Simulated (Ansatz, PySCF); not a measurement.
Species: P$_{2}$H$_{3}$, net charge 0, doublet state. It need not be the lowest isomer of its formula. 
Structure (B3LYP-D3(BJ)/def2-TZVP (Ansatz, a program for electronic structure) minimum search):
```xyz
5

P      0.9614    -0.4387     0.4296
P     -0.8856     0.3194    -0.4691
H      1.6950     0.7069     0.0100
H     -1.0442     1.5226     0.2657
H     -1.7869    -0.4398     0.3160
```
Charge 0, spin multiplicity 2.

Property: atomisation energy (electronic, to ground-state atoms), in kJ/mol. Valence correlation only, unless marked. UHF or UKS for open shells. No spin-orbit coupling. Non-relativistic. The coupled-cluster limit lacks core correlation, which all-electron functionals hold. Basis-set limits of correlation are two-point, X^-3; Hartree-Fock from the larger set.

| level | program | atomisation energy (kJ/mol) |
|---|---|---|
| BP86-D4/def2-TZVPD | PySCF + dftd4 | 1273.0 |
| r2SCANh-D4/def2-TZVPD | Ansatz + dftd4 | 1204.8 |
| MN15/def2-TZVPD | PySCF | 1209.1 |
| wB97X/def2-TZVPD | Ansatz | [?] |
| B2GP-PLYP-D4/def2-TZVPD | Ansatz + dftd4 | 1174.3 |
| CCSD/6-31G | Ansatz | [?] |
| CCSD(T)/CBS(cc-pV(T+d)Z,cc-pV(Q+d)Z) | Ansatz | [?] |

**Question.** Complete the blanks.

**Answer.** 
- wB97X/def2-TZVPD, atomisation energy (kJ/mol): 1225.3
- CCSD/6-31G, atomisation energy (kJ/mol): 779.9
- CCSD(T)/CBS(cc-pV(T+d)Z,cc-pV(Q+d)Z), atomisation energy (kJ/mol): 1200.1
